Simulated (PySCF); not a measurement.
H₃O₃Si, SMILES O[Si](O)O (connectivity only; charge and spin as stated), charge +1, multiplicity 1.

Coordinates come from a TPSSh-D3(BJ)/def2-SVP optimisation. The spin state was assumed, not searched. The isomer is the one that the SMILES or the coordinates give; other isomers of the formula were not compared. The values are those of a single conformer.

Computed with TPSSh-D3(BJ)/def2-SVP in PySCF 2.14.0.

Frequencies are harmonic and unscaled.

| mode | ν (cm⁻¹) | IR (km/mol) | Raman (Å⁴/amu) | depolarisation | moving atoms (share of kinetic energy) |
|---|---|---|---|---|---|
| 1 | 294 | 39.9 | 3.1 | 0.72 | O 60 %, H 24 %, Si 15 % |
| 2 | 309 | 0.5 | 0.5 | 0.75 | H 86 %, O 12 % |
| 3 | 311 | 0.3 | 1.8 | 0.64 | O 69 %, H 16 %, Si 15 % |
| 4 | 329 | 128.8 | 0.1 | 0.75 | Si 60 %, O 37 % |
| 5 | 404 | 73.0 | 0.9 | 0.75 | H 86 %, O 12 % |
| 6 | 448 | 325.0 | 0.2 | 0.75 | H 96 % |
| 7 | 563 | 379.5 | 1.1 | 0.64 | H 85 %, O 14 % |
| 8 | 633 | 41.7 | 3.1 | 0.08 | H 66 %, O 34 % |
| 9 | 688 | 198.1 | 5.0 | 0.06 | H 70 %, O 29 % |
| 10 | 873 | 13.7 | 14.0 | 0.07 | O 78 %, H 22 % |
| 11 | 1162 | 147.0 | 2.6 | 0.65 | Si 48 %, O 46 % |
| 12 | 1176 | 163.1 | 3.0 | 0.71 | Si 49 %, O 42 %, H 9 % |
| 13 | 3780 | 522.0 | 39.4 | 0.51 | H 94 % |
| 14 | 3789 | 253.1 | 55.3 | 0.29 | H 94 % |
| 15 | 3810 | 364.0 | 108.7 | 0.18 | H 94 % |
